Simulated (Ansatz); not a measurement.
Saddle point of AlH5O4, singlet (AlH₅O₄ ([OH][OH][AlH]([OH])[OH]) → AlH₃O₄ ([OH][Al]1([OH])[O][OH]1) + H₂; bonds formed: Al1–O7, H2–H5; dative contacts that become bonds: Al1–O6; bonds broken: Al1–H2, H5–O6), PBE0-D4/def2-TZVP structure:

```
atom    x (Å)    y (Å)    z (Å)
 Al1  -0.4537  -0.1313   0.3051
  H2  -1.0558   1.5160   0.1324
  O3   1.1390  -0.1685   0.9098
  O4  -1.7461  -1.1151   0.7419
  H5  -0.5722   1.3101  -0.7535
  O6  -0.0818   0.3509  -1.4328
  O7   1.3003   0.4374  -1.7749
  H8   1.4478  -0.4370   1.7704
  H9  -1.7125  -2.0272   1.0193
 H10   1.7350   0.2646  -0.9177
```

Energies are electronic, without zero-point energy. Barriers and step energies count from the start structure reached by relaxing down the imaginary mode; all methods use the PBE0-D4 structures, on which another method's saddle can fall below an end. Computed with Ansatz 0.2.0 (basis: def2-TZVPP, with def2-QZVPP for the basis limit); correlated methods freeze the cores. B3LYP uses VWN-RPA correlation. Extrapolation: Hartree–Fock as exp(−7.88 √X), correlation as X^−2.97.

| method | barrier (kcal/mol) | step energy (kcal/mol) |
| --- | --- | --- |
| SPW92 | 14.68 | 3.51 |
| PBE-D4 | ? | -4.22 |
| BLYP-D4 | 17.90 | -7.18 |
| r2SCAN-D4 | 17.78 | -6.35 |
| B97M-V | 21.08 | -4.21 |
| PBE0-D4 | 20.47 | -2.99 |
| B3LYP-D4 | 20.78 | -5.65 |
| r2SCAN0-D4 | 20.93 | -4.75 |
| BHLYP-D4 | 25.08 | -4.23 |
| CAM-B3LYP-D4 | 22.00 | -3.80 |
| wB97X-V | 22.70 | -4.44 |
| wB97M-V | ? | -4.86 |
| B2PLYP | 21.44 | -6.79 |
| PBE-QIDH | 22.46 | -4.20 |
| RPA on PBE | 23.11 | -7.96 |
| HF | ? | -6.23 |
| MP2 | 21.40 | -7.38 |
| CCSD | 24.86 | -6.30 |
| CCSD(T) | 23.26 | -6.71 |

Q: Fill in the withheld barriers. (To be estimated.)

A: Computed: PBE-D4 16.73; HF 32.62; wB97M-V 22.64 kcal/mol. Each is the energy of the saddle less that of the start structure, by the same method.

For comparison, the barrier by CCSD(T) at an estimated basis limit (MP2 extrapolated from triple and quadruple zeta, plus CCSD(T) − MP2 in triple zeta) is 22.75 kcal/mol.

T1 diagnostic: at most 0.014.

Labels in which every atom is bracketed show which atoms are joined, not bond orders.

For scale, one of the runs: CCSD(T)/def2-TZVPP, 236 basis functions, launched by `ansatz run in.yaml --threads 4 --pin off --events-out ev --progress --plain --max-ram 9574MiB`. The run took 2.6 min on 4 CPU threads of an Arm Neoverse V1 (shared host), with 4.5 GiB of host memory at its peak.
